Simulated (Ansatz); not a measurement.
A nudged elastic band was laid between two geometries of C2H7Ga + ClH (12 atoms, charge 0, multiplicity 1).

The calculation used RKS BHLYP-D4/def2-SVP (Ansatz).

```
movable images  : 5
climbing image  : yes
spring          : 5.0 eV/Å²
optimiser       : quadratic models (default)
start path      : through a guess of the saddle point
force threshold : 0.03 eV/Å
iteration limit : 60
end points      : relaxed
```

First end point:

```xyz
12
Properties=species:S:1:pos:R:3
Ga 0.520 0.207 0.149
H 1.770 -0.077 1.074
C 0.569 -0.426 -1.721
C -0.889 1.430 0.796
H 0.397 -2.353 1.972
Cl -0.660 -2.207 1.264
H 1.252 0.201 -2.307
H -0.414 -0.382 -2.198
H 0.942 -1.453 -1.784
H -1.033 1.352 1.876
H -0.608 2.467 0.577
H -1.846 1.241 0.301
```

Last end point:

```xyz
12
Properties=species:S:1:pos:R:3
Ga -0.495 -0.275 -0.081
H 1.829 -0.498 1.397
C 0.562 -0.564 -1.701
C -0.971 1.364 0.878
H 1.429 -1.100 1.617
Cl -1.387 -2.083 0.753
H 1.305 0.224 -1.848
H -0.103 -0.566 -2.572
H 1.065 -1.533 -1.665
H -0.749 1.250 1.942
H -0.438 2.238 0.495
H -2.047 1.543 0.785
```

(1) What changes between the two ends?

(2) Give the energies along the band, and the barrier.

(3) What is the geometry of the highest image?

(4) What are the harmonic wavenumbers there?

## Answers

(1) Bonds broken: Ga1–H2, H5–Cl6. Bonds formed: Ga1–Cl6, H2–H5. C2H7Ga + ClH becomes C2H6ClGa + H2.

(2) The forces met the threshold. The highest image is number 3 of 0 to 6, 0.31 eV above the first end and 1.42 eV above the last; the last end lies 1.11 eV below the first. A vibrational analysis at the climbing image gives one clearly imaginary mode, 952i cm⁻¹: a first-order saddle point. The orbitals stay closed-shell, which can raise the energy where a bond breaks towards radicals; this wasn't checked here.

| image | path coordinate (Å) | energy (eV) | Ga1–H2 (Å) | H5–Cl6 (Å) | Ga1–Cl6 (Å) |
| --- | --- | --- | --- | --- | --- |
| 0 | 0.00 | 0.00 | 1.58 | 1.28 | 2.91 |
| 1 | 0.53 | 0.02 | 1.59 | 1.28 | 2.93 |
| 2 | 1.06 | 0.09 | 1.60 | 1.31 | 2.88 |
| 3 | 1.59 | 0.31 | 1.70 | 1.49 | 2.60 |
| 4 | 2.26 | -0.68 | 2.07 | 2.12 | 2.28 |
| 5 | 2.94 | -1.08 | 2.52 | 2.72 | 2.19 |
| 6 | 3.61 | -1.11 | 2.76 | 3.11 | 2.18 |

(3) 
```xyz
12
Properties=species:S:1:pos:R:3
Ga 0.185 0.006 0.102
H 1.389 -0.521 1.187
C 0.594 -0.534 -1.733
C -0.914 1.418 0.893
H 0.674 -1.374 1.405
Cl -0.574 -2.180 1.293
H 1.300 0.168 -2.188
H -0.312 -0.546 -2.344
H 1.040 -1.530 -1.751
H -1.078 1.228 1.955
H -0.419 2.389 0.787
H -1.885 1.476 0.394
```

(4) 952i, 64, 70, 104, 137, 156, 265, 455, 561, 625, 708, 745, 790, 824, 1072, 1118, 1279, 1282, 1373, 1479, 1483, 1484, 1490, 1724, 3121, 3122, 3214, 3215, 3235, 3236 cm⁻¹.

Time of the run: 5.9 min on 2 threads of Intel(R) Xeon(R) Platinum 8488C (Sapphire Rapids) (shared host), peak memory 0.32 GiB.
